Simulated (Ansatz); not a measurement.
System: C2H4Cl2, charge 0, singlet. C2H4Cl2 (SMILES ClCCCl).
B3LYP-D3(BJ)/def2-TZVP minimum from Ansatz (an electronic-structure program):
```xyz
8

C      0.6968    -0.0646    -0.2836
C     -0.6968     0.0646     0.2836
Cl    -1.8963    -0.0884    -1.0556
Cl     1.8963     0.0884     1.0556
H      0.9115     0.7227    -1.0003
H      0.8519    -1.0350    -0.7461
H     -0.8519     1.0350     0.7461
H     -0.9115    -0.7227     1.0003
```
Charge 0, spin multiplicity 1.

Total energies in hartree (Ansatz). Radicals and triplets start from unrestricted determinants; spin-orbit coupling is neglected. Correlated methods leave the cores frozen. No relativity. Where a partner has so few electrons that a lower coupled-cluster level is exact, that level stands in.

```csv
species,HF/cc-pV(T+d)Z,CCSD(T)/cc-pV(T+d)Z,HF/cc-pV(Q+d)Z,CCSD(T)/cc-pV(Q+d)Z,CCSD(T)/cc-pV(D+d)Z,CCSDT(Q)/cc-pV(D+d)Z
1: C2H4Cl2 (SMILES ClCCCl),-997.13711,-997.94630,-997.14940,-998.01734,-997.71164,-997.71381
2: C (triplet),-37.69157,-37.78076,-37.69331,-37.78654,-37.76038,-37.76071
3: Cl (doublet),-459.48556,-459.67356,-459.48916,-459.69449,-459.60403,-459.60445
4: H (doublet),-0.49981,-0.49981,-0.49995,-0.49995,-0.49928,-0.49928
```

Question: Work out the atomisation energy (electronic, to ground-state atoms) in kJ/mol: take Hartree-Fock from cc-pV(Q+d)Z, extrapolate the CCSD(T) correlation energy as X^-3 (X = 3, 4), and add CCSDT(Q) - CCSD(T) in cc-pV(D+d)Z. 1 hartree = 2625.5 kJ/mol.

Answer: 
Species 1: correlation (64·(-0.86794) - 27·(-0.80919))/37 = -0.91081; step -0.00217; E1 = -997.14940 + (-0.91081) + (-0.00217) = -998.06238
Species 2: correlation (64·(-0.09323) - 27·(-0.08919))/37 = -0.09618; step -0.00033; E2 = -37.69331 + (-0.09618) + (-0.00033) = -37.78982
Species 3: correlation (64·(-0.20533) - 27·(-0.18800))/37 = -0.21798; step -0.00042; E3 = -459.48916 + (-0.21798) + (-0.00042) = -459.70756
Species 4: correlation (64·(0.00000) - 27·(0.00000))/37 = 0.00000; step +0.00000; E4 = -0.49995 + (0.00000) + (+0.00000) = -0.49995
-1·E1 +2·E2 +2·E3 +4·E4 = 1.06782 hartree = 2803.6 kJ/mol.
